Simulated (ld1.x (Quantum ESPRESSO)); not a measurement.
What one change does to a pseudopotential (O (Z = 8), PAW)

| Property | Result |
| --- | --- |
| Element | oxygen |
| Generator | ld1.x (Quantum ESPRESSO) 7.5 |
| Type | PAW |
| Functional | PBEsol |
| Relativity | scalar-relativistic |
| Frozen core | [He] |
| Valence charge | 6 |
| Reference configuration | 2s2 2p4 |
| Partial waves | 2s (bound): rcut 0.80, rcutus 1.00 bohr; 2s channel at -0.85 Ry: rcut 0.80, rcutus 1.00 bohr; 2p (bound): rcut 1.25, rcutus 1.40 bohr; 2p channel at 0.5 Ry: rcut 1.25, rcutus 1.40 bohr |
| Local potential | all-electron potential smoothed inside 1.15 bohr (lloc = -2) |
| Core correction | Bessel-smoothed model core inside 0.65 bohr |
| Augmentation charge | PSQ, inside the norm-conserving radii |

Change: waves 2s (bound): rcut 0.80, rcutus 1.54 bohr; 2s channel at -0.85 Ry: rcut 0.80, rcutus 1.54 bohr.

Cutoffs: the cutoffs (Ry, on a coarse ladder) from which the occupation-weighted sum of valence levels, in a spherical-Bessel basis at the reference potential, stays within 10 and 1 mRy of its value at 400 Ry; they do not see the model core or the augmentation charge, which bear on the density cutoff. Errors are all-electron minus pseudo energies relative to the spin-unpolarised reference configuration.

Task: What does the change do?

Result: The potential gets neither clearly harder nor softer (35 Ry and 60 Ry → 35 Ry and 55 Ry); of the 7 tests that both files solve, the error grows in 3 and shrinks in 2 by more than 15 % and 0.3 meV (median size 0.7 → 0.3 meV); neither file shows a bound ghost.

| quantity | base | changed |
| --- | --- | --- |
| cutoff, loose | 35 Ry | 35 Ry |
| cutoff, tight | 60 Ry | 55 Ry |
| bound ghosts | none | none |
| error for 2s2 2p3, meV [ΔE 16.36 eV] | +0.7 | +0.2 |
| error for 2s2 2p2, meV [ΔE 49.84 eV] | +3.1 | +10.0 |
| error for 2s2 2p1, meV [ΔE 103.54 eV] | -1.4 | +65 |
| error for 2s2 2p0, meV [ΔE 180.19 eV] | -3.9 | +232 |
| error for 2s1 2p5, meV [ΔE 14.85 eV] | -0.6 | -0.3 |
| error for 2s1 2p4, meV [ΔE 31.50 eV] | +0.7 | +0.1 |
| error for 2s2 2p3.5, meV [ΔE 6.25 eV] | -0.1 | -0.2 |
| lowest overlap eigenvalue by channel | s 0.56, p 0.97 | s 0.74, p 0.97 |
